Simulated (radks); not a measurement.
Results of a calculation; reference values are marked as such.
Valence configurations of Au (all share [Xe]). Level of theory: scalar-relativistic Kohn-Sham, r2SCAN, spin-unpolarised, spherical densities, finite nucleus; meta-GGA in the generalised Kohn-Sham scheme; Fermi nuclear charge, rms radius 5.4371 fm (a radial shooting solver on a logarithmic mesh with Libxc functionals). Energies are relative to 4f14 5d10 6s1; eigenvalues in eV.

| valence | E (eV) | e(4f) | e(5d) | e(6p) | e(6s) |
|---|---|---|---|---|---|
| 4f14 5d10 6s1 | 0.000 | -81.950 | -7.079 | - | -5.720 |
| 4f14 5d9 6s2 | 1.866 | -85.176 | -9.266 | - | -6.881 |
| 4f14 5d10 6s0.5 6p0.5 | 2.656 | -83.189 | -8.306 | -1.173 | -6.554 |
| 4f14 5d9 6s1 6p1 | 8.018 | -87.363 | -11.368 | -1.966 | -8.225 |
| 4f14 5d8.5 6s1.5 6p1 | 9.725 | -89.019 | -12.434 | -2.137 | -8.751 |
| 4f14 5d9 6p2 | 14.384 | -89.216 | -13.112 | -2.798 | - |
| 4f13.5 5d10 6s1 6p0.5 | 42.658 | -90.376 | -9.873 | -1.290 | -7.078 |
| 4f13 5d10 6s2 | 82.955 | -96.616 | -10.392 | - | -6.888 |
| 4f13 5d10 6s1 6p1 | 89.182 | -98.888 | -12.599 | -1.945 | -8.290 |
| 4f12 5d10 6s1 6p2 | 194.25 | -116.40 | -18.125 | -3.152 | -10.555 |

NIST lists [Xe] 4f14 5d10 6s1 as the ground configuration; this level of theory agrees among the configurations tried. The energies are those of spherical spin-averaged densities, not of single terms.
